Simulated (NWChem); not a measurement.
System: bromine monochloride (BrCl); SMILES ClBr

Here is an NWChem input.

```
start job
memory heap 200 mb stack 900 mb global 1100 mb
geometry units angstroms noautosym nocenter noautoz
  Cl     0.000000     0.000000     1.451792
  Br     0.000000     0.000000    -0.712717
end
basis spherical
  * library def2-svp
end
dft
  xc pbe0
  iterations 150
end
property
  efieldgrad
end
task dft property
```

Structure relaxed at the PBE0/def2-SVP level.

Vzz is the largest principal value of the second derivative of the potential at the nucleus (NWChem prints the opposite sign); η is the asymmetry. Non-relativistic.

Atoms are numbered as in the input.

Question: What results follow from this input? (PBE0/def2-SVP.) Quantities: Vzz Cl1 (a.u.); η Cl1; Vzz Br2 (a.u.); η Br2.

Answer: 
```json
{
  "Vzz Cl1 (a.u.)": "5.179",
  "η Cl1": "0.00",
  "Vzz Br2 (a.u.)": "11.111",
  "η Br2": "0.00"
}
```
